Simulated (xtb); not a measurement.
C3H3 (SMILES [CH]1C=C1), doublet, at a GFN2-xTB geometry; GFN2-xTB (xtb).

xtb was given this input:
```
$ xtb mol.xyz --gfn 2 --uhf 1 --etemp 1000 --json

# file mol.xyz
6

C      0.01137253     0.00043044     0.89107543
C      0.06264617    -0.66008582    -0.41729858
C      0.04247067     0.66144996    -0.41767946
H     -0.79304238    -0.01164344     1.60888743
H      0.07098274    -1.56700412    -0.97228411
H      0.02312338     1.56788010    -0.97318762
```

Output, abridged:

```
   ID    Z sym.   atoms
    1    6 C      1-3
    2    1 H      4-6

           -------------------------------------------------
          |                Calculation Setup                |
           -------------------------------------------------

           -------------------------------------------------
          |                 G F N 2 - x T B                 |
           -------------------------------------------------

          ...................................................
          :                      SETUP                      :
          :.................................................:
          :  # basis functions                  15          :
          :  # atomic orbitals                  15          :
          :  # shells                            9          :
          :  # electrons                        15          :
          :  max. iterations                   250          :
          :  Hamiltonian                  GFN2-xTB          :
          :  restarted?                      false          :
          :  GBSA solvation                  false          :
          :  PC potential                    false          :
          :  electronic temp.         1000.0000000     K    :
          :  accuracy                    1.0000000          :
          :  -> integral cutoff          0.2500000E+02      :
          :  -> integral neglect         0.1000000E-07      :
          :  -> SCF convergence          0.1000000E-05 Eh   :
          :  -> wf. convergence          0.1000000E-03 e    :
          :  Broyden damping             0.4000000          :
          :  net charge                          0          :
          :  unpaired electrons                  1          :
          ...................................................

 iter      E             dE          RMSdq      gap      omega  full diag
   1     -7.8790372 -0.787904E+01  0.595E+00    2.25       0.0  T
   2     -7.8959230 -0.168858E-01  0.349E+00    1.07       1.0  T
   3     -7.8922825  0.364051E-02  0.188E+00    2.02       1.0  T
   4     -7.9023265 -0.100440E-01  0.210E-01    1.46       1.0  T
   5     -7.9024178 -0.913507E-04  0.518E-02    1.51       1.0  T
   6     -7.9024171  0.734401E-06  0.182E-02    1.50       2.2  T
   7     -7.9024186 -0.149260E-05  0.191E-03    1.51      21.4  T
   8     -7.9024186 -0.335878E-08  0.332E-04    1.51     123.0  T
   9     -7.9024186 -0.621805E-10  0.145E-04    1.51     281.2  T

   *** convergence criteria satisfied after 9 iterations ***

         :::::::::::::::::::::::::::::::::::::::::::::::::::::
         ::                     SUMMARY                     ::
         :::::::::::::::::::::::::::::::::::::::::::::::::::::
         :: total energy              -7.750264934618 Eh    ::
         :: gradient norm              0.000046526813 Eh/a0 ::
         :: HOMO-LUMO gap              1.507649145058 eV    ::
         ::.................................................::
         :: SCC energy                -7.902418450393 Eh    ::
         :: -> isotropic ES            0.001881981656 Eh    ::
         :: -> anisotropic ES          0.000911973786 Eh    ::
         :: -> anisotropic XC          0.009285409244 Eh    ::
         :: -> dispersion             -0.001965892767 Eh    ::
         :: repulsion energy           0.152153515776 Eh    ::
         :: add. restraining           0.000000000000 Eh    ::
         :: total charge               0.000000000001 e     ::
         :::::::::::::::::::::::::::::::::::::::::::::::::::::

           -------------------------------------------------
          |                Property Printout                |
           -------------------------------------------------

    * Orbital Energies and Occupations

         #    Occupation            Energy/Eh            Energy/eV
      -------------------------------------------------------------
         1        2.0000           -0.6487257             -17.6527
         2        2.0000           -0.5591508             -15.2153
         3        2.0000           -0.5528353             -15.0434
         4        2.0000           -0.5038875             -13.7115
         5        2.0000           -0.4684322             -12.7467
         6        2.0000           -0.4366090             -11.8807
         7        2.0000           -0.4159043             -11.3173
         8        0.9998           -0.2832088              -7.7065 (HOMO)
         9        0.0002           -0.2278037              -6.1989 (LUMO)
        10                         -0.0173303              -0.4716
        11                          0.1040159               2.8304
        12                          0.1121086               3.0506
        13                          0.2588294               7.0431
        14                          0.4355638              11.8523
        15                          0.8073859              21.9701
      -------------------------------------------------------------
                  HL-Gap            0.0554051 Eh            1.5076 eV
             Fermi-level           -0.3025302 Eh           -8.2323 eV

     #   Z          covCN         q      C6AA      α(0)
     1   6 C        2.883    -0.113    30.847     9.105
     2   6 C        2.886    -0.011    28.287     8.720
     3   6 C        2.886    -0.011    28.287     8.720
     4   1 H        0.926     0.029     2.595     2.519
     5   1 H        0.927     0.053     2.288     2.366
     6   1 H        0.927     0.053     2.288     2.366

 Mol. C6AA /au·bohr⁶  :        433.582254
 Mol. C8AA /au·bohr⁸  :      10645.252590
 Mol. α(0) /au        :         33.794494

Wiberg/Mayer (AO) data.
largest (>0.10) Wiberg bond orders for each atom

 ---------------------------------------------------------------------------
     #   Z sym  total        # sym  WBO       # sym  WBO       # sym  WBO
 ---------------------------------------------------------------------------
     1   6 C    3.261 --     3 C    1.124     2 C    1.124     4 H    0.974
     2   6 C    3.913 --     3 C    1.802     1 C    1.124     5 H    0.964
     3   6 C    3.913 --     2 C    1.802     1 C    1.124     6 H    0.964
     4   1 H    0.997 --     1 C    0.974
     5   1 H    0.997 --     2 C    0.964
     6   1 H    0.997 --     3 C    0.964
 ---------------------------------------------------------------------------

Topologies differ in total number of bonds
Writing topology from bond orders to xtbtopo.mol

molecular dipole:
                 x           y           z       tot (Debye)
 q only:       -0.039      -0.001      -0.276
   full:       -0.247      -0.004      -0.528       1.480
molecular quadrupole (traceless):
                xx          xy          yy          xz          yz          zz
 q only:       -0.524      -0.019       0.707      -0.230      -0.004      -0.183
  q+dip:       -1.748      -0.063       2.352      -1.250      -0.020      -0.604
   full:       -0.324      -0.024       1.259      -0.968      -0.015      -0.935

           -------------------------------------------------
          | TOTAL ENERGY               -7.750264934618 Eh   |
          | GRADIENT NORM               0.000046526813 Eh/α |
          | HOMO-LUMO GAP               1.507649145058 eV   |
           -------------------------------------------------

normal termination of xtb
```
